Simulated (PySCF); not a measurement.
InF3, SMILES [F][In]([F])[F].

Geometry: PBE-D3(BJ)/def2-SVP. The isomer is the one that the SMILES or the coordinates give; other isomers of the formula were not compared. The def2 effective core potentials stand for the cores of In; spin–orbit coupling is left out.

All values below come from C-PCM-PBE0/def2-SVP in PySCF 2.14.0.

The values are the electrostatic part of the solvation free energy, E(continuum) − E(gas) at the gas-phase geometry, in a cavity of scaled van der Waals radii (PySCF's table); cavitation and dispersion terms are not included. A continuum can't describe solvent molecules that bind to the metal. In vacuum the orbital gap is 7.29 eV. The dipole moment in vacuum is 0.00 D.

Computed values in water (ε = 78.36), acetone (ε = 20.49), methanol (ε = 32.61):
```json
[
 {"solvent": "water", "ε": "78.36", "ΔG(elec) (kcal/mol)": "-13.2", "dipole (D)": "0.00", "gap (eV)": "7.66"},
 {"solvent": "acetone", "ε": "20.49", "ΔG(elec) (kcal/mol)": "-12.7", "dipole (D)": "0.00", "gap (eV)": "7.64"},
 {"solvent": "methanol", "ε": "32.61", "ΔG(elec) (kcal/mol)": "-13.0", "dipole (D)": "0.00", "gap (eV)": "7.65"}
]
```
